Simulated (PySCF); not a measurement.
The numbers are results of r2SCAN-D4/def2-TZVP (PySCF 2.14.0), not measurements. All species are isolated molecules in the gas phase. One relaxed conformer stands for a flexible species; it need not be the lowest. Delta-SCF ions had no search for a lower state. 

Reference species (SMILES): `[SiH2]1O[SiH2][SiH2]1` (neutral, multiplicity 1).

* **vertical ionisation energy (Delta-SCF)**: 9.20 eV
* **LUMO**: -1.39 eV
* **HOMO**: -6.58 eV

After one change: the vertical ionisation energy (Delta-SCF) rises by 0.23 eV; the LUMO drops by 1.70 eV; the HOMO hardly moves.

### Question
Name the change that produced these shifts. The new species is one of these.
A) `O=[SiH][SiH2][SiH3]` (O–Si–Si–Si torsion 8°)
B) `[SiH3][Si@@H]1O[SiH2]1`
C) `O/[SiH]=[SiH]\[SiH3]` (H–O–Si–Si torsion 156°)
D) `O[SiH2][SiH]=[SiH2]` (H–O–Si–Si torsion 169°, O–Si–Si–Si torsion -23°)

### Answer
A, `O=[SiH][SiH2][SiH3]` (O–Si–Si–Si torsion 8°)
